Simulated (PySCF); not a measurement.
C4H7Cl.

```xyz
12

C      2.3140     0.4942    -0.1689
C      1.0346    -0.2781     0.0538
C      0.2370    -0.8354    -1.1065
C     -0.2884     0.3248    -0.3134
Cl    -1.6924     0.0995     0.7534
H      2.5255     1.1690     0.6763
H      2.2555     1.1072    -1.0827
H      3.1731    -0.1874    -0.2813
H      1.0132    -0.8928     0.9600
H      0.5818    -0.6355    -2.1261
H     -0.2582    -1.7999    -0.9704
H     -0.3027     1.3159    -0.7740
```
Charge 0, spin multiplicity 1.

Coordinates come from a B3LYP-D3(BJ)/def2-SVP optimisation.

Computed with B3LYP/pcSseg-1 in PySCF. Non-relativistic, no solvent.

Computed absolute GIAO shielding of each atom: isotropic value and principal components (ppm):
```tsv
atom	σ(iso)	σ11	σ22	σ33	span
C1	159.4	143.3	152.1	182.9	39.7
C2	158.3	119.1	153.7	202.0	82.8
C3	159.8	130.3	150.1	199.0	68.7
C4	135.3	93.6	113.8	198.4	104.8
Cl5	784.3	570.8	686.3	1095.6	524.8
H6	29.6	25.1	27.5	36.4	11.4
H7	31.3	26.9	29.4	37.6	10.7
H8	29.9	25.3	27.2	37.1	11.9
H9	30.5	24.1	30.0	37.5	13.3
H10	30.8	25.7	27.8	39.1	13.4
H11	30.6	25.3	28.3	38.1	12.8
H12	29.0	21.7	29.0	36.2	14.5
```
